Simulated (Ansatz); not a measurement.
Program: Ansatz. Geometries: PBE0-D4/def2-TZVP. ΔE: electronic, gas phase. CCSD(T)/CBS is the MP2 limit (def2-TZVPP, def2-QZVPP) plus CCSD(T) − MP2 in def2-TZVPP, frozen cores. Functionals use def2-TZVPP. def2 core potentials past Kr. For Sb outer-core shells are correlated without core-valence functions, which leaves a few kJ/mol of doubt a bond. One conformer a species, not always the lowest.

Consider the redistribution: `[BH2][SbH][CH3]` + `CSBCl` → `C[S][SbH][CH3]` + `BBCl`.

`[BH2][SbH][CH3]`:

```xyz
9

B    -0.074   -1.853   -0.097
Sb    0.843   -0.023   -0.894
C     0.098    1.419    0.533
H    -0.113   -2.040    1.083
H    -0.407   -2.727   -0.840
H    -0.313    0.244   -2.116
H    -0.987    1.385    0.595
H     0.422    2.415    0.232
H     0.530    1.180    1.504
```

`CSBCl`:

Z-matrix (Å, degrees):
```
C
S 1 1.810
H 1 1.088 2 110.2
H 1 1.089 2 109.0 3 120.4
H 1 1.089 2 109.0 3 -120.4
B 2 1.766 1 103.2 3 -0.0
Cl 6 1.749 2 119.0 1 -180.0
H 6 1.191 2 121.7 1 0.0
```

`C[S][SbH][CH3]`:

Cartesian coordinates in Å:
```
C 2.005 -0.796 0.900
S 0.217 -1.010 1.112
Sb -0.538 -0.534 -1.137
C -1.589 1.298 -0.696
H 2.265 0.239 0.673
H 2.397 -1.454 0.125
H 2.463 -1.067 1.852
H -1.940 -1.497 -0.949
H -2.262 1.535 -1.522
H -0.861 2.100 -0.584
H -2.157 1.187 0.225
```

`BBCl`:

```xyz
6

B    -0.384   -0.653   -0.441
B     0.173    0.660    0.396
Cl    1.875    0.705    0.811
H    -0.794   -1.629    0.121
H    -0.390   -0.680   -1.639
H    -0.480    1.597    0.751
```

| level | ΔE (kcal/mol) | difference from CCSD(T)/CBS |
| --- | --- | --- |
| PBE-D4 | 14.4 | 0.6 |
| PBE0-D4 | 14.2 | 0.4 |
| ωB97X-V | 13.1 | -0.7 |
| PBE | 14.7 | 0.9 |
| HF/def2-TZVPP | 10.9 | -2.9 |
| CCSD(T)/def2-TZVPP | 15.8 | 2.0 |
| HF/def2-QZVPP | 10.4 | -3.4 |
| SCS-MP2/def2-QZVPP | 13.7 | -0.1 |
| MP2/CBS(def2) | 14.5 | 0.7 |
| CCSD/CBS(def2) | 12.9 | -0.9 |
| CCSD(T)/CBS | 13.8 | 0 |

Largest T1 diagnostic among the species: 0.015.

In def2-TZVPP, CCSD(T) changes the Hartree–Fock value by +4.8 kcal/mol (the triples alone add +0.9 kcal/mol) and MP2 by +5.6 kcal/mol.
